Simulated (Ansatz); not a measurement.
`ClBCl` + `C[Se][InH][Cl]` → `C[Se]B(Cl)Cl` + `[Cl][InH2]`  (redistribution)

Isolated molecules relaxed with PBE0-D4/def2-TZVP in Ansatz; ΔE leaves out vibrations. CBS: MP2 limit from def2 TZ/QZ plus the TZ coupled-cluster correction, frozen cores. This one scheme is used for every species. DFT in def2-TZVPP. Elements past krypton have def2 core potentials. For In, Se outer-core shells are correlated without core-valence functions, which leaves a few kJ/mol of doubt a bond. Scalar relativity is left out up to krypton. One conformer a species, not always the lowest.

```
         species  r2SCAN energy (Eh)
         `ClBCl`          -945.88023
`C[Se][InH][Cl]`         -3092.51932
  `C[Se]B(Cl)Cl`         -3386.76685
    `[Cl][InH2]`          -651.61810
```

(1) Work out ΔE.

Largest T1 diagnostic among the species: 0.014.

Results:

(1) ΔE = (-3386.76685) + (-651.61810) − (-945.88023) − (-3092.51932) = 0.01460 Eh = +9.2 kcal/mol. CCSD(T)/CBS gives +10.9 kcal/mol.

The D4 term adds −1.0 kcal/mol with B3LYP and −0.5 kcal/mol with PBE0; it sums over pairs of atoms, weighted by their polarisabilities, and B3LYP, whose exchange is more repulsive, gets the larger term. In def2-TZVPP, CCSD(T) changes the Hartree–Fock value by −4.8 kcal/mol (the triples alone add −0.6 kcal/mol) and MP2 by −5.0 kcal/mol. At CCSD(T), def2-SVP lies −1.3 kcal/mol from the extrapolated value and def2-TZVPP −1.2 kcal/mol.

B3LYP here is the variant with VWN-RPA as its local correlation; programs differ in this.
